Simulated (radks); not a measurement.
The numbers below are computed, except where a source is named.
Problem. Ne, configuration [Ne]. Level of theory: non-relativistic Kohn-Sham, LDA (Slater exchange, Perdew-Wang correlation), spin-polarised, spherical densities, point nucleus (a radial shooting solver on a logarithmic mesh with Libxc functionals). Some entries of the table are withheld. Estimate them.

| orbital | occ. | eigenvalue (hartree) | r(max) (bohr) |
|---|---|---|---|
| 1s | 2 | (1) | (2) |
| 2s | 2 | (3) | (4) |
| 2p | 6 | (5) | (6) |

Solution. 
(1) 1s eigenvalue (hartree): -30.30577
(2) 1s r(max) (bohr): 0.1033
(3) 2s eigenvalue (hartree): -1.32260
(4) 2s r(max) (bohr): 0.6846
(5) 2p eigenvalue (hartree): -0.49785
(6) 2p r(max) (bohr): 0.6194
